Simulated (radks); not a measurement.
The numbers below are computed, except where a source is named.
Pd18+, configuration [Ne] 3s2 3p5 3d10 4f1 (not the ground configuration).

Level of theory: scalar-relativistic Kohn-Sham, SOGGA, spin-polarised, spherical densities, point nucleus; open shells are filled with parallel spins first (spin-orbit coupling, left out, can overturn this in heavy ions) (a radial shooting solver on a logarithmic mesh with Libxc functionals).

Energy parts (eV):
| part | energy |
|---|---|
| total | -133070.362 |
| kinetic | 138151.453 |
| electron-nucleus | -306864.064 |
| Hartree | 39013.077 |
| exchange-correlation | -3370.828 |

Orbitals (lengths in bohr, moments of r in powers of bohr):
| orbital | occ. | eigenvalue (eV) | <r^4> | <1/r> |
|---|---|---|---|---|
| 1s up | 1 | -24687.98 | 4.884e-06 | 48.22 |
| 1s down | 1 | -24686.51 | 4.884e-06 | 48.23 |
| 2s up | 1 | -4040.285 | 0.0008678 | 10.96 |
| 2s down | 1 | -4039.362 | 0.0008673 | 10.96 |
| 2p up | 3 | -3679.411 | 0.0006195 | 10.60 |
| 2p down | 3 | -3677.983 | 0.0006194 | 10.60 |
| 3s up | 1 | -1115.803 | 0.03781 | 3.908 |
| 3s down | 1 | -1112.250 | 0.03775 | 3.909 |
| 3p up | 3 | -996.3572 | 0.03935 | 3.737 |
| 3p down | 2 | -992.7764 | 0.03926 | 3.740 |
| 3d up | 5 | -808.9404 | 0.03488 | 3.530 |
| 3d down | 5 | -805.8615 | 0.03468 | 3.534 |
| 4s up | 0 | -483.5877 | 0.7016 | 1.779 |
| 4s down | 0 | -478.9777 | 0.6966 | 1.782 |
| 4p up | 0 | -441.3313 | 0.8155 | 1.692 |
| 4p down | 0 | -436.6550 | 0.8087 | 1.696 |
| 4d up | 0 | -376.8993 | 1.001 | 1.562 |
| 4d down | 0 | -372.2462 | 0.9888 | 1.567 |
| 4f up | 1 | -312.7322 | 1.043 | 1.345 |
| 4f down | 0 | -307.9257 | 1.030 | 1.350 |
| 5f up | 0 | -196.1084 | 10.70 | 0.8390 |

The highest occupied level is 4f up at -312.73 eV. The configuration is held as typed, so some empty levels lie below it. Summed over all electrons, <r^2> = 3.472 bohr^2, which gives a Langevin (diamagnetic) susceptibility term of -2.75 x 10^-6 cm^3/mol. The density falls to 0.001 e/bohr^3 at r = 1.78 bohr.
